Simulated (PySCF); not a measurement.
# Exercise with solution: chemical shift, span and skew from a shielding tensor

C4H7Cl, SMILES C=CCCCl. Atoms are numbered in the order given.

```xyz
12

C     -2.9193     0.2457    -0.1162
C     -1.8141    -0.3861    -0.5131
C     -0.4451     0.2191    -0.5498
C      0.4958    -0.4790     0.4177
Cl     2.1501     0.1933     0.3243
H     -3.8918    -0.2534    -0.1088
H     -2.8929     1.2910     0.2089
H     -1.8878    -1.4347    -0.8305
H     -0.0210     0.1376    -1.5654
H     -0.4896     1.2917    -0.3046
H      0.5733    -1.5540     0.1996
H      0.1548    -0.3625     1.4557
```
Charge 0, spin multiplicity 1.

The structure is a stationary point at PBE0-D3(BJ)/def2-SVP. One conformer was computed; it need not be the lowest.

GIAO shieldings from B3LYP/pcSseg-1 (PySCF), non-relativistic, no solvent. The symmetric part of the tensor of C2 has the principal values -88.1, 44.7, 148.8 ppm. The same nucleus in TMS has σ = 181.3 ppm at this level (PySCF, at its B3LYP-D3(BJ)/def2-TZVP geometry). Without spin–orbit terms, shifts of atoms bonded to Cl or Br come out too high.

Work out the isotropic shielding, the ¹³C shift against TMS, the span and the skew.


σ(iso) = (σ11 + σ22 + σ33)/3 = 35.1 ppm. δ = σ(ref) − σ(iso) = 181.3 − (35.1) = 146.2 ppm.
Span Ω = σ33 − σ11 = 236.9 ppm. Skew κ = 3(σ(iso) − σ22)/Ω = -0.12. Tumbling in solution averages the tensor to δ; in a static solid the shielding alone would spread this spin-1/2 line over Ω.
